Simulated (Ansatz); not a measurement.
Wavefunction ladder for CClF$_{2}$NSi, SMILES `N#C[Si](F)(F)Cl`

```xyz
6

N    -1.898    0.535   -1.462
C    -1.028    0.255   -0.764
Si    0.369   -0.167    0.335
F     0.843   -1.619   -0.012
F    -0.148   -0.143    1.814
Cl    1.862    1.139    0.090
```

Charge 0, multiplicity 1. Geometry: relaxed with PBE0-D4/def2-TZVP. Frozen core, restricted reference, Ansatz 0.2.0. CBS rows extrapolate triple and quadruple zeta; past MP2 they add the triple-zeta difference.

```json
{"basis": "def2-SVP", "HF (Eh)": "-1039.33305", "MP2 corr.": "-0.86092"}
{"basis": "def2-TZVPP", "HF (Eh)": "-1039.98072", "MP2 corr.": "-1.12227"}
{"basis": "def2-QZVPP", "HF (Eh)": "-1040.01627", "MP2 corr.": "-1.22207"}
```

**Question.** Estimate the CCSD correlation energy and the (T) correction in each basis where they were run (hartree).

**Answer.** 
```csv
basis,CCSD corr.,(T)
def2-SVP,-0.88023,-0.02322
def2-TZVPP,-1.13802,-0.04570
CBS(def2),-1.31174,as TZ
```
